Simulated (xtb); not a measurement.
F$_{3}$Sc, triplet, from a rough starting geometry (GFN-xTB shapes and energies of metal compounds can be far from the true ones) (the multiplicity is a formal guess); GFN2-xTB in xtb 6.7.1.

The xtb input:
```
$ xtb mol.xyz --gfn 2 --uhf 2 --opt vtight --json

# file mol.xyz
4

Sc    -0.01373304     0.03031687    -0.07318878
F     -1.51324110    -0.95167411     0.07054303
F     -0.01363646     1.61663626    -0.66968062
F      1.49362939    -0.72750905     0.61883663
```

Output, abridged:

```
   ID    Z sym.   atoms
    1   21 Sc     1
    2    9 F      2-4

           -------------------------------------------------
          |                Calculation Setup                |
           -------------------------------------------------

           -------------------------------------------------
          |                 G F N 2 - x T B                 |
           -------------------------------------------------

          ...................................................
          :                      SETUP                      :
          :.................................................:
          :  # basis functions                  22          :
          :  # atomic orbitals                  21          :
          :  # shells                            9          :
          :  # electrons                        24          :
          :  max. iterations                   250          :
          :  Hamiltonian                  GFN2-xTB          :
          :  restarted?                      false          :
          :  GBSA solvation                  false          :
          :  PC potential                    false          :
          :  electronic temp.          300.0000000     K    :
          :  accuracy                    1.0000000          :
          :  -> integral cutoff          0.2500000E+02      :
          :  -> integral neglect         0.1000000E-07      :
          :  -> SCF convergence          0.1000000E-05 Eh   :
          :  -> wf. convergence          0.1000000E-03 e    :
          :  Broyden damping             0.4000000          :
          :  net charge                          0          :
          :  unpaired electrons                  2          :
          ...................................................

 iter      E             dE          RMSdq      gap      omega  full diag
   1    -15.0215053 -0.150215E+02  0.138E+01    0.28       0.0  T
   2    -15.1580188 -0.136514E+00  0.811E+00    0.21       1.0  T
   3    -15.2463862 -0.883674E-01  0.769E+00    0.22       1.0  T
   4    -15.1820710  0.643152E-01  0.602E+00    0.20       1.0  T
   5    -15.1502621  0.318090E-01  0.607E+00    0.19       1.0  T
   6    -15.2008082 -0.505461E-01  0.434E+00    0.18       1.0  T
   7    -15.1990797  0.172855E-02  0.410E+00    0.18       1.0  T
   8    -15.2797267 -0.806470E-01  0.255E+00    0.18       1.0  T
   9    -15.2484736  0.312530E-01  0.316E+00    0.18       1.0  T
  10    -15.2700722 -0.215985E-01  0.269E+00    0.18       1.0  T
  11    -15.2427933  0.272789E-01  0.326E+00    0.18       1.0  T
  12    -15.2280016  0.147917E-01  0.357E+00    0.18       1.0  T
  13    -15.2234957  0.450587E-02  0.370E+00    0.18       1.0  T
  14    -15.2213988  0.209689E-02  0.381E+00    0.18       1.0  T
  15    -15.2462238 -0.248250E-01  0.311E+00    0.18       1.0  T
  16    -15.2553005 -0.907674E-02  0.301E+00    0.18       1.0  T
  17    -15.2221065  0.331940E-01  0.364E+00    0.18       1.0  T
  18    -15.2493803 -0.272737E-01  0.297E+00    0.18       1.0  T
  19    -15.2313101  0.180702E-01  0.336E+00    0.18       1.0  T
  20    -15.2893521 -0.580420E-01  0.177E+00    0.18       1.0  T
  21    -15.2964116 -0.705956E-02  0.153E+00    0.18       1.0  T
  22    -15.3074440 -0.110323E-01  0.882E-01    0.18       1.0  T
  23    -15.2913816  0.160624E-01  0.174E+00    0.18       1.0  T
  24    -15.2970064 -0.562477E-02  0.149E+00    0.18       1.0  T
  25    -15.2922525  0.475385E-02  0.169E+00    0.18       1.0  T
  26    -15.2981298 -0.587734E-02  0.142E+00    0.18       1.0  T
  27    -15.3035839 -0.545401E-02  0.113E+00    0.18       1.0  T
  28    -15.2988909  0.469294E-02  0.139E+00    0.18       1.0  T
  29    -15.2990260 -0.135034E-03  0.139E+00    0.18       1.0  T
  30    -15.2989224  0.103525E-03  0.139E+00    0.18       1.0  T
  31    -15.3049974 -0.607495E-02  0.105E+00    0.18       1.0  T
  32    -15.3067370 -0.173963E-02  0.923E-01    0.18       1.0  T
[...]
         :: total energy             -15.273478686178 Eh    ::
 * total energy  :   -15.2734787 Eh     change       -0.8070913E-09 Eh
 * total energy  :   -15.2765041 Eh     change       -0.3025452E-02 Eh
 * total energy  :   -15.2788778 Eh     change       -0.2373681E-02 Eh
 * total energy  :   -15.2790363 Eh     change       -0.1585249E-03 Eh
 * total energy  :   -15.2790999 Eh     change       -0.6357762E-04 Eh
 * total energy  :   -15.2791024 Eh     change       -0.2430189E-05 Eh
 * total energy  :   -15.2791105 Eh     change       -0.8151903E-05 Eh
 * total energy  :   -15.2791142 Eh     change       -0.3741049E-05 Eh
 * total energy  :   -15.2791158 Eh     change       -0.1521552E-05 Eh
 * total energy  :   -15.2791161 Eh     change       -0.3569091E-06 Eh
 * total energy  :   -15.2791162 Eh     change       -0.8425573E-07 Eh
   *** GEOMETRY OPTIMIZATION CONVERGED AFTER 11 ITERATIONS ***
         :: total energy             -15.279116208747 Eh    ::
[...]

           -------------------------------------------------
          |                Property Printout                |
           -------------------------------------------------

    * Orbital Energies and Occupations

         #    Occupation            Energy/Eh            Energy/eV
      -------------------------------------------------------------
         1        2.0000           -0.8792399             -23.9253
         2        2.0000           -0.8791353             -23.9225
         3        2.0000           -0.8716201             -23.7180
         4        2.0000           -0.5621650             -15.2973
         5        2.0000           -0.5610596             -15.2672
         6        1.9997           -0.5480845             -14.9141
         7        1.9997           -0.5480687             -14.9137
         8        1.8359           -0.5420552             -14.7501
         9        1.8356           -0.5420531             -14.7500
        10        1.8017           -0.5418357             -14.7441
        11        1.8010           -0.5418313             -14.7440
        12        1.7264           -0.5414362             -14.7332
        13        0.9302           -0.3225114              -8.7760 (HOMO)
        14        0.0350           -0.3168984              -8.6232 (LUMO)
        15        0.0348           -0.3168940              -8.6231
        16        0.0000           -0.3088055              -8.4030
        17        0.0000           -0.3087629              -8.4019
        18                         -0.1069093              -2.9092
        19                         -0.0849676              -2.3121
        20                          0.3119327               8.4881
        21                          0.3130784               8.5193
      -------------------------------------------------------------
                  HL-Gap            0.0056130 Eh            0.1527 eV
             Fermi-level           -0.4302795 Eh          -11.7085 eV

     #   Z          covCN         q      C6AA      α(0)
     1  21 Sc       1.932     0.657   253.956    34.241
     2   9 F        0.644    -0.219    11.461     3.995
     3   9 F        0.644    -0.219    11.460     3.995
     4   9 F        0.644    -0.219    11.460     3.995

 Mol. C6AA /au·bohr⁶  :        632.296693
 Mol. C8AA /au·bohr⁸  :      48066.909931
 Mol. α(0) /au        :         46.226742

Wiberg/Mayer (AO) data.
largest (>0.10) Wiberg bond orders for each atom

 ---------------------------------------------------------------------------
     #   Z sym  total        # sym  WBO       # sym  WBO       # sym  WBO
 ---------------------------------------------------------------------------
     1  21 Sc   2.194 --     2 F    0.732     3 F    0.731     4 F    0.731
     2   9 F    0.810 --     1 Sc   0.732
     3   9 F    0.810 --     1 Sc   0.731
     4   9 F    0.810 --     1 Sc   0.731
 ---------------------------------------------------------------------------

Topologies differ in total number of bonds
Writing topology from bond orders to xtbtopo.mol

molecular dipole:
                 x           y           z       tot (Debye)
 q only:       -0.001      -0.000       0.000
   full:       -0.002      -0.001       0.000       0.006
molecular quadrupole (traceless):
                xx          xy          yy          xz          yz          zz
 q only:       -1.759      -0.435      -1.150      -1.037       2.010       2.909
  q+dip:       -2.071      -0.513      -1.354      -1.221       2.367       3.425
   full:       -3.104      -0.771      -2.029      -1.829       3.546       5.133

optimized geometry written to: xtbopt.xyz

           -------------------------------------------------
          | TOTAL ENERGY              -15.279116208747 Eh   |
          | GRADIENT NORM               0.000056319850 Eh/α |
          | HOMO-LUMO GAP               0.152738313054 eV   |
           -------------------------------------------------

normal termination of xtb
```
